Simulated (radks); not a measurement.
The iodine anion I-, [Xe], held by a Watson sphere: a shell of charge +0.97 at radius R that stands for the Madelung well of a crystal (potential energy -0.97/R inside, -0.97/r outside, in hartree with lengths in bohr). Calculated with a radial shooting solver on a logarithmic mesh with Libxc functionals: scalar-relativistic Kohn-Sham, LB94 model potential, spin-polarised, spherical densities, point nucleus. Response by self-consistent Sternheimer equations with the Hartree and adiabatic LDA kernel, the relativistic mass of each level held fixed and spin-orbit coupling left out. The sphere does not respond.

R (bohr)  e(4d) (eV)  e(5s) (eV)  e(5p) (eV)  <r> 5p (bohr)  sum of <r^2> (bohr^2)  X-ray form factor at sin(theta)/lambda = 0.2 1/angstrom  alpha (bohr^3)
3.32         -55.671     -21.079     -10.668          2.533                  70.83                                                   42.444           42.26
3.35         -55.639     -21.039     -10.631          2.535                  70.92                                                   42.443           42.53
3.69         -55.275     -20.613     -10.219          2.557                  71.85                                                   42.435           45.42
3.85         -55.107     -20.423     -10.032          2.565                  72.22                                                   42.433           46.71
4.47         -54.486     -19.751      -9.359          2.589                  73.32                                                   42.432           51.13
4.96         -54.041     -19.287      -8.892          2.601                  73.89                                                   42.433           53.89
5.12         -53.905     -19.147      -8.752          2.603                  74.03                                                   42.434           54.66

Estimate the row for R = 4.42 bohr.

Answer. e(4d) (eV) -54.534; e(5s) (eV) -19.801; e(5p) (eV) -9.410; <r> 5p (bohr) 2.588; sum of <r^2> (bohr^2) 73.25; X-ray form factor at sin(theta)/lambda = 0.2 1/angstrom 42.432; alpha (bohr^3) 50.81.
